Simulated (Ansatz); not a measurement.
Gas-phase electronic energies from Ansatz, PBE0-D4/def2-TZVP geometries. CCSD(T)/CBS adds triple-zeta CCSD(T) − MP2 to the extrapolated MP2 energy (def2 sets, frozen cores). This one scheme is used for every species. DFT in def2-TZVPP. Each species was taken in one conformer, which may not be the lowest.

Reaction (cleavage of the Si–Si bond): `O[SiH2]S[SiH2][SiH3]` + H–F → `O[SiH2]S[SiH2]F` + SiH₄

CCSD(T)/CBS gives -134.7 kJ/mol.

Q: Another level gave -149.3 kJ/mol. Which?
A. HF/def2-TZVPP
B. PBE/def2-TZVPP
C. B2PLYP/def2-TZVPP
D. ωB97X-V/def2-TZVPP

A: C. B2PLYP -149.3, PBE -123.0, ωB97X-V -140.3, HF/def2-TZVPP -171.5 kJ/mol.

Largest T1 diagnostic among the species: 0.012.

The D4 term adds +11.7 kJ/mol with B3LYP and +6.8 kJ/mol with PBE0; it sums over pairs of atoms, weighted by their polarisabilities, and B3LYP, whose exchange is more repulsive, gets the larger term. In def2-TZVPP, CCSD(T) changes the Hartree–Fock value by +34.3 kJ/mol (the triples alone add +4.6 kJ/mol) and MP2 by +30.3 kJ/mol. From PBE to PBE0 (25 % exact exchange), in def2-TZVPP and without D4, ΔE moves by −3.4 kJ/mol.

B3LYP here is the variant with VWN-RPA as its local correlation; programs differ in this.
